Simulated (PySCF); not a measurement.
Atom-mapped SMILES (the numbers label the heavy atoms): `[CH2:1]=[CH:2][C:3]#[C:4][Si@H:5]([OH:6])[O:7][SiH3:8]`; H(Xn) means a hydrogen on atom n. Ha(C1) is cis to C3; Hb(C1) is trans to C3.

[PySCF 2.14.0 with density-fitted response routines: PBE0/pcSseg-1 with gauge-including orbitals; geometry: GFN2-xTB; averaged over atoms made equivalent by symmetry, fast rotation or ring inversion; isolated molecule; one computed conformer; non-relativistic Hamiltonian]

Referencing at the same level of theory: ¹³C (σref 186.93), ¹H (σref 31.72), ²⁹Si (σref 349.16) vs TMS; ¹⁷O (σref 336.08) vs H2O.

| atoms | nucleus | count | Hirshfeld charge | δ (ppm) |
| --- | --- | --- | --- | --- |
| Hb(C1) | ¹H | 1 | 0.06 | 6.00 |
| O7 | ¹⁷O | 1 | -0.30 | ? |
| H(C2) | ¹H | 1 | 0.06 | 6.09 |
| C4 | ¹³C | 1 | -0.17 | 101.2 |
| C1 | ¹³C | 1 | -0.07 | ? |
| Ha(C1) | ¹H | 1 | 0.06 | 6.24 |
| Si8 | ²⁹Si | 1 | 0.39 | -46.2 |
| H(Si8) | ¹H | 3 | -0.08 | ? |
| H(Si5) | ¹H | 1 | -0.08 | 4.63 |
| C2 | ¹³C | 1 | -0.03 | 124.4 |
| H(O6) | ¹H | 1 | 0.18 | 2.28 |
| C3 | ¹³C | 1 | -0.03 | ? |
| O6 | ¹⁷O | 1 | -0.31 | 58.5 |
| Si5 | ²⁹Si | 1 | 0.48 | -62.0 |

Complete the table.

## Answers


- C1: 140.2 ppm, terminal =CH2 carbon; an sp2 carbon of a C=C bond
- C3: 107.4 ppm, alkyne carbon
- H(Si8): 5.20 ppm, hydrogen on a silicon bonded to O
- O7: 49.9 ppm, oxygen bonded to 2 Si

Exchangeable OH/NH protons stand at their gas-phase positions; hydrogen bonding in a real sample shifts them, mostly to higher δ. Shifts are as computed. Against solution values, carbons near 30 ppm lie about +3 ppm off and those near 130 ppm about +5 ppm. Of 1211 compounds with measured shifts, 218 miss one by over three times the rms of a fit or turn the order of signals round; such compounds aren't used in these exercises. Experimental scales use liquid or dissolved standards, which lie at an offset from isolated H2O (liquid H2O: subtract about 36 ppm).
